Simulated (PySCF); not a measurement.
Broadened absorption spectrum of C5H7N3O

Compound: C5H7N3O.
Numbering: `[CH3:1][O:2][c:3]1[cH:4][c:5]([CH3:6])[n:7][n:8][n:9]1` (hydrogens: H10, H11, H12 on C1; H13 on C4; H14, H15, H16 on C6)

The calculation used TDDFT B3LYP/def2-SVPD, vertical, gas phase, core orbitals frozen in the response in PySCF 2.14.0, density-fitted response routines. The structure is a single GFN2-xTB conformer in the gas phase; no vibrational or solvent corrections. GFN2-xTB frequencies show an imaginary mode (41i cm⁻¹), so this geometry is no minimum at that level. Torsions of this conformer, `[CH3:1][O:2][c:3]1[cH:4][c:5]([CH3:6])[n:7][n:8][n:9]1`: C1–O2–C3–C4 180°.

Computed states:

| state | E (eV) | f |
| --- | --- | --- |
| S1 | 3.33 | 0.0037 |
| S2 | 4.12 | 0.0004 |
| S3 | 4.27 | 0.0001 |
| S4 | 5.09 | 0.0033 |
| S5 | 5.27 | 0.025 |
| S6 | 5.97 | 0.033 |
| S7 | 6.12 | 0.012 |
| S8 | 6.57 | 0.030 |

Each state is given a Gaussian of 0.25 eV full width at half maximum, with ε(max) = 2.175×10⁸ f / Δν̃ (Δν̃ the width in cm⁻¹). The cross-section is σ = 3.8235×10⁻²¹ ε cm², given in Mb (10⁻¹⁸ cm²). The width is an assumption, not a result. The curve ends short of the highest state used, and states not computed would add to its high-energy end.

Q: What does the envelope look like, and where are its maxima?

A: 
E (eV), σ (Mb) and a bar:
```
     2.96       0.00 
     3.09       0.12 
     3.22       0.89 ##
     3.35       1.51 ###
     3.48       0.57 #
     3.61       0.05 
     3.74       0.00 
     3.87       0.01 
     4.00       0.10 
     4.13       0.20 
     4.26       0.13 
     4.40       0.03 
     4.53       0.00 
     4.66       0.00 
     4.79       0.02 
     4.92       0.42 #
     5.05       2.54 #####
     5.18       8.26 ################
     5.31       9.42 ##################
     5.44       2.63 #####
     5.57       0.18 
     5.70       0.53 #
     5.83       5.75 ###########
     5.97      15.31 ##############################
```

Maxima: 372 nm (3.33 eV), ε about 400, made up of S1 (100%); 300 nm (4.14 eV), ε about 54, made up of S2 (90%) and S3 (10%); 236 nm (5.26 eV), ε about 2700, made up of S5 (96%) (ε in L mol⁻¹ cm⁻¹; maxima over ε = 5, shares over 10%). At its high-energy end, 5.97 eV, the curve is still rising (ε about 4000, from S6 and S7).

Q: Does any computed singlet lie in the visible range?

A: No computed singlet lies in the visible range (380 to 750 nm); the lowest, at 372 nm, stands 0.07 eV above its violet end (3.26 eV); a Tamm–Dancoff triplet lies at 497 nm, without intensity as long as spin–orbit coupling is left out.

Q: Coming from long wavelengths, where does ε first pass 100 L mol⁻¹ cm⁻¹?

A: At about 393 nm (3.15 eV), 0.18 eV below S1.

Q: What would ε be at 5.26 eV, the highest of these maxima, with half the width (0.125 eV)?

A: About 5260 L mol⁻¹ cm⁻¹ against 2740, a factor of about 1.9; a lone state at its own centre would give exactly 2.
